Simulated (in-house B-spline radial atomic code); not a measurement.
## RPA and G0W0 on BLYP: the cadmium ion Cd⁷⁺

Configuration [Kr] 4d5, highest spin, mean-field start BLYP. Computed with a B-spline radial code for spherical atoms: all electrons, non-relativistic, point nucleus, each spin shell either full or empty, empty states to l = 9 with an (l + 1/2)⁻⁴ tail; G0W0 by contour deformation at full frequency.

Without relativity these are model numbers: it shifts the levels of so heavy an element strongly and can reorder them.

Command:
```bash
python run_gw.py task.json out
```
Settings (radii: box in bohr, nucleus in fm):
```
Z                        48
electrons                41
configuration            [Kr] 4d5
hamiltonian              nr
method                   b88,lyp
lmax                     9
spin_polarised           True
box_radius               8.41
intervals                51
```

Time taken, with all properties: 2.5 s on 1 thread of Arm Neoverse V2, on a shared host.

Energies (hartree):

| term | value |
| --- | --- |
| mean-field total | -5453.51561 |
| Hartree-Fock functional on these orbitals | -5451.44354 |
| direct second order | -3.4951 |
| second-order exchange | 0.9979 |
| SOSEX correction | 0.93848 |

**Question.** What is the RPA correlation energy, and what remains with SOSEX?

**Answer.** RPA gives -3.1324 hartree (-2.08 eV per electron); RPA + SOSEX gives -2.1939, and the second-order doubles -2.4972 hartree (no singles). SOSEX takes back 30 % of the RPA value.

Quasi-particle levels (eV):

| level | occupied | mean field | Σx - vxc | Σc | QP weight | G0W0 |
| --- | --- | --- | --- | --- | --- | --- |
| 4d up | yes | -121.91 | -11.10 | ? | ? | ? |
| 4p down | yes | -174.06 | -11.00 | -0.37 | 0.954 | -185.43 |
| 4d down | no | -116.74 | 12.97 | -4.08 | 0.964 | -107.86 |

G0W0 = mean field + (Σx - vxc) + Σc, with Σc (partial-wave tail included) taken at the quasi-particle energy. Only the outer levels were computed. Levels of low weight are left out.

**Question.** Where does G0W0 put 4d up?

**Answer.** At -132.98 eV, with Σc = 0.02 eV and a quasi-particle weight of 0.964. The tabulated removal energy is 130.1 ± 2.1 eV (NIST, tabulated theory); the calculation leaves out relativity, Breit and QED terms, and what these don't explain is the method's own error.
